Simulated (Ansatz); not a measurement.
Consider the isomerisation: `[SiH3]C[SiH2][TeH]` → `C[Te][SiH2][SiH3]`.

Calculated with Ansatz (gas phase, PBE0-D4/def2-TZVP geometries, no zero-point term in ΔE). CCSD(T)/CBS is the MP2 limit (def2-TZVPP, def2-QZVPP) plus CCSD(T) − MP2 in def2-TZVPP, frozen cores. Functionals use def2-TZVPP. B3LYP here is the variant with VWN-RPA as its local correlation; programs differ in this. Elements past krypton have def2 core potentials. For Te outer-core shells are correlated without core-valence functions, which leaves a few kJ/mol of doubt a bond. One conformer a species, not always the lowest.

`[SiH3]C[SiH2][TeH]`:

Z-matrix (Å, degrees):
```
Si
C 1 1.878
H 1 1.484 2 110.7
H 1 1.489 2 109.8 3 119.9
H 1 1.488 2 110.3 3 -120.8
Si 2 1.867 1 114.5 3 81.1
H 2 1.096 1 109.2 3 -158.4
H 2 1.095 1 109.0 3 -41.8
Te 6 2.499 2 112.8 1 -49.0
H 6 1.486 2 110.4 1 66.1
H 6 1.486 2 111.0 1 -172.9
H 9 1.659 6 91.6 2 -62.3
```

`C[Te][SiH2][SiH3]`:

```xyz
12

C     0.504    1.104   -1.937
Te    1.461    1.638   -0.087
Si    0.933   -0.519    1.042
Si   -1.382   -0.774    1.232
H     0.995    0.232   -2.363
H     0.622    1.957   -2.602
H    -0.552    0.912   -1.766
H     1.565   -0.435    2.387
H     1.535   -1.662    0.301
H    -2.010   -0.610   -0.108
H    -1.917    0.273    2.141
H    -1.755   -2.116    1.759
```

```csv
level,ΔE (kJ/mol),difference from CCSD(T)/CBS
PBE-D4,22.8,-10.9
r2SCAN-D4,33.2,-0.5
B3LYP-D4,31.7,-2.0
ωB97X-V,36.9,3.2
ωB97M-V,44.5,10.8
B2PLYP,33.8,0.1
PBE,21.3,-12.4
r2SCAN,32.8,-0.9
PBE0,28.3,-5.4
B3LYP,29.3,-4.4
MP2/def2-TZVPP,40.8,7.1
CCSD/def2-TZVPP,38.2,4.5
HF/def2-QZVPP,41.6,7.9
SCS-MP2/def2-QZVPP,38.0,4.3
HF/CBS(def2),41.6,7.9
CCSD/CBS(def2),35.7,2.0
CCSD(T)/CBS,33.7,0
```

Largest T1 diagnostic among the species: 0.011.

From PBE to PBE0 (25 % exact exchange), in def2-TZVPP and without D4, ΔE moves by +7.1 kJ/mol.
